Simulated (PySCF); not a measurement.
Mo(NH)(S)(Cl)(SH) (ClH2MoNS2), SMILES [NH]=[Mo](=[S])([SH])[Cl], multiplicity 1. Geometry optimised at PBE0-D3(BJ)/def2-SVP. The spin state was assumed, not searched. The structure was generated by enumeration; whether it is a known compound was not checked. The def2 effective core potentials stand for the cores of Mo; spin–orbit coupling is left out. Other conformers were not sampled.

The numbers are results of PBE0-D3(BJ)/def2-SVP run with PySCF, not measurements.

Harmonic wavenumbers (cm⁻¹): 115, 144, 150, 197, 244, 343, 396, 420, 532, 583, 627, 684, 1039, 2689, 3604. Rotational constants (GHz): 1.753, 1.479, 1.103; symmetry number 1.

Task: Work out the zero-point energy and the ideal-gas rigid-rotor harmonic-oscillator thermochemistry at 298.15 K and 1 atm.

Result: ZPE = ½ Σ hcν = ½ × 11768 cm⁻¹ = 70.39 kJ/mol. H − E(el) = 92.65 kJ/mol. Entropy in J/(mol K): translation 175.52, rotation 121.79, vibration 73.11, total 370.43. G − E(el) = -17.79 kJ/mol. Cp = 109.73 J/(mol K). Modes under 150 cm⁻¹ make the vibrational entropy uncertain.
